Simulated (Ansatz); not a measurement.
One change: `C[S][Ge][F]` becomes `C[S][Ge][NH2]`.

Ansatz, PBE0-D4/def2-TZVP geometries, multiplicity 1. Each molecule was computed in one conformer, which needn't be the lowest.

Scalar relativity is left out up to krypton.

```csv
property,`C[S][Ge][F]`
LUMO energy (B3LYP/def2-TZVPP) / eV,-2.41
HOMO energy (B3LYP/def2-TZVPP) / eV,-7.18
HOMO energy (PBE0/def2-TZVPP) / eV,-7.37
size of the dipole moment (ωB97M-V/def2-TZVPP) / D,0.42
HOMO–LUMO gap (PBE0/def2-TZVPP) / eV,5.17
LUMO energy (ωB97M-V/def2-TZVPP) / eV,-0.28
```

What does the change do to each property? (An estimate is asked.)

The calculation gave: 
```
                                          property  `C[S][Ge][NH2]`  shift
               LUMO energy (B3LYP/def2-TZVPP) / eV            -1.53   0.88
               HOMO energy (B3LYP/def2-TZVPP) / eV            -6.46   0.72
                HOMO energy (PBE0/def2-TZVPP) / eV            -6.70   0.67
size of the dipole moment (ωB97M-V/def2-TZVPP) / D             0.90   0.48
              HOMO–LUMO gap (PBE0/def2-TZVPP) / eV             5.37   0.20
             LUMO energy (ωB97M-V/def2-TZVPP) / eV             0.56   0.84
```

With PBE0 the HOMO rises by 0.67 eV and the LUMO rises by 0.87 eV, so the gap widens by about 0.20 eV. PBE moves the HOMO by 0.73 eV and ωB97M-V by 0.68 eV. Dipoles are sizes alone; their direction can turn.

B3LYP here is the variant with VWN-RPA as its local correlation; programs differ in this.
